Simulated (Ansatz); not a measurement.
A nudged elastic band was laid between two geometries of C3H9GeN (14 atoms, charge 0, multiplicity 1).

Computed with RKS PBE0/def2-mTZVP (Ansatz 0.2.0).

```json
{
 "movable images": "4",
 "climbing image": "no",
 "spring": "5.0 eV/Å²",
 "optimiser": "quadratic models (default)",
 "start path": "IDPP",
 "force threshold": "0.03 eV/Å",
 "iteration limit": "60",
 "end points": "relaxed"
}
```

Initial state:

```xyz
14
Properties=species:S:1:pos:R:3
C -2.365 -0.524 0.670
C -1.383 -0.168 -0.150
C -0.126 -0.931 -0.370
Ge 1.450 0.045 0.296
N 1.559 1.634 -0.645
H -3.246 0.094 0.799
H -2.328 -1.446 1.243
H -1.466 0.770 -0.695
H 0.042 -1.104 -1.439
H -0.163 -1.909 0.117
H 1.283 0.431 1.777
H 2.707 -0.850 0.128
H 1.990 1.554 -1.559
H 2.032 2.376 -0.143
```

Final state:

```xyz
14
Properties=species:S:1:pos:R:3
C -2.281 -0.264 0.684
C -1.324 -0.095 -0.222
C -0.140 -0.971 -0.411
Ge 1.518 -0.128 0.277
N 1.872 1.558 -0.383
H -3.103 0.437 0.779
H -2.283 -1.112 1.363
H -1.379 0.775 -0.876
H 0.019 -1.192 -1.471
H -0.268 -1.925 0.109
H 1.397 0.021 1.804
H 2.729 -1.005 -0.107
H 2.040 1.607 -1.381
H 1.190 2.265 -0.135
```

Problem. Which bonds break or form, and what moves?

Solution. No bond is made or broken. The height of N5 over the plane of its neighbours goes from -0.34 to 0.32 Å.

Problem. Give the energies along the band, and the barrier.

Solution. The run converged. The highest image is number 3 of 0 to 5, 3.3 kJ/mol above the first end and 2.6 kJ/mol above the last; the last end lies 0.7 kJ/mol above the first. No image climbed, so the highest image needn't sit at the top of the path.

| image | path coordinate (Å) | energy (kJ/mol) | height of N5 over the plane of its neighbours (Å) |
| --- | --- | --- | --- |
| 0 | 0.00 | 0.0 | -0.34 |
| 1 | 0.35 | 0.2 | -0.34 |
| 2 | 0.69 | 3.0 | -0.19 |
| 3 | 1.04 | 3.3 | 0.19 |
| 4 | 1.39 | 0.9 | 0.32 |
| 5 | 1.74 | 0.7 | 0.32 |

Problem. What is the geometry of the highest image?

Solution. 
```xyz
14
Properties=species:S:1:pos:R:3
C -2.358 -0.388 0.701
C -1.379 -0.102 -0.151
C -0.169 -0.926 -0.390
Ge 1.492 -0.066 0.272
N 1.950 1.520 -0.522
H -3.204 0.275 0.837
H -2.354 -1.301 1.290
H -1.442 0.825 -0.720
H -0.026 -1.111 -1.460
H -0.252 -1.900 0.101
H 1.338 0.249 1.771
H 2.664 -1.037 0.014
H 2.210 1.555 -1.495
H 1.516 2.377 -0.219
```

Time of the run: 100 s on 2 threads of Intel(R) Xeon(R) 6975P-C (Granite Rapids) (shared host), peak memory 0.42 GiB.
